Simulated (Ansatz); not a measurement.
Consider the formal exchange of groups at a C–C bond: `C=CCC[SiH3]` + `[SiH3][SeH]` → `[SiH3]C[SiH2][SeH]` + `C=CC`.

Computed with Ansatz on PBE0-D4/def2-TZVP structures; ΔE is electronic, products minus reactants. CCSD(T)/CBS is the MP2 limit (def2-TZVPP, def2-QZVPP) plus CCSD(T) − MP2 in def2-TZVPP, frozen cores. DFT in def2-TZVPP. B3LYP here is the variant with VWN-RPA as its local correlation; programs differ in this. For Se outer-core shells are correlated without core-valence functions, which leaves a few kJ/mol of doubt a bond. Scalar relativity is left out up to krypton. One conformer a species, not always the lowest.

`C=CCC[SiH3]`:

Z-matrix (Å, degrees):
```
C
C 1 1.493
C 1 1.533 2 112.7
H 1 1.097 2 109.2 3 -121.2
H 1 1.094 2 109.2 3 122.5
C 2 1.326 1 125.0 3 -119.9
H 2 1.089 1 116.0 3 59.0
Si 3 1.882 1 114.4 2 60.3
H 3 1.095 1 109.7 2 -178.2
H 3 1.096 1 110.2 2 -61.9
H 6 1.084 2 121.7 1 179.2
H 6 1.086 2 121.3 1 -0.8
H 8 1.489 3 110.0 1 47.7
H 8 1.486 3 112.2 1 -73.2
H 8 1.489 3 109.4 1 166.8
```

`[SiH3][SeH]`:

```xyz
6

Si   -0.115    0.355    0.438
Se   -0.452   -1.402   -0.974
H     1.143    0.199    1.210
H    -1.279    0.333    1.357
H    -0.075    1.643   -0.299
H     0.777   -1.129   -1.732
```

`[SiH3]C[SiH2][SeH]`:

```xyz
12

Si    0.007   -1.078    1.334
C    -0.830   -0.419   -0.213
Si    0.296    0.548   -1.342
Se    1.545    2.095   -0.216
H     0.141   -0.007    2.353
H    -0.802   -2.185    1.915
H     1.357   -1.607    1.005
H    -1.236   -1.259   -0.789
H    -1.679    0.207    0.080
H     1.319   -0.343   -1.945
H    -0.480    1.210   -2.424
H     0.362    2.837    0.241
```

`C=CC`:

```xyz
9

C    -0.296    0.215    1.336
C    -0.463    0.284    0.023
C     0.457   -0.305   -0.990
H     0.557   -0.296    1.772
H    -1.004    0.665    2.023
H    -1.334    0.808   -0.367
H    -0.067   -1.029   -1.621
H     0.849    0.467   -1.659
H     1.301   -0.809   -0.516
```

```tsv
level	ΔE (kcal/mol)	difference from CCSD(T)/CBS
r2SCAN-D4	-15.3	-0.6
B3LYP-D4	-14.5	0.2
ωB97M-V	-14.9	-0.2
PBE	-14.6	0.1
MP2/def2-TZVPP	-14.9	-0.2
CCSD(T)/def2-TZVPP	-14.1	0.6
HF/def2-QZVPP	-13.2	1.5
MP2/def2-QZVPP	-15.2	-0.5
HF/CBS(def2)	-13.2	1.5
MP2/CBS(def2)	-15.4	-0.7
CCSD(T)/CBS	-14.7	0
```

Largest T1 diagnostic among the species: 0.010.

In def2-TZVPP, CCSD(T) changes the Hartree–Fock value by −0.9 kcal/mol (the triples alone add −0.1 kcal/mol) and MP2 by −1.7 kcal/mol.
